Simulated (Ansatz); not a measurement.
Frontier orbitals of C2H4FGeNO (`C[O][GeH]([F])[C]#N`).

The species carries charge 0 and has multiplicity 1. Correlated methods include outer-core shells of Ge, which these sets cover unevenly. Scalar relativity is left out up to krypton. The structure was optimised at the PBE0-D4/def2-TZVP level. It is one conformer, not always the lowest. Basis def2-TZVPP, Ansatz.

```csv
functional,HOMO (eV),LUMO (eV),gap (eV)
PBE,-7.42,-2.02,5.40
PBE0,-9.05,-1.06,7.99
r2SCANh,-8.39,-1.46,6.93
LC-ωPBE,-11.88,1.29,13.17
ωB97M-V,-11.47,1.02,12.49
```

From PBE to PBE0 the HOMO moves by −1.62 eV and the LUMO by +0.96 eV, and with ωB97M-V by −4.05 and +3.04 eV, so the gap grows from 5.40 to 12.49 eV with exact exchange. A positive LUMO is unbound and depends on the basis.

LC-ωPBE has ω = 0.4 bohr⁻¹.
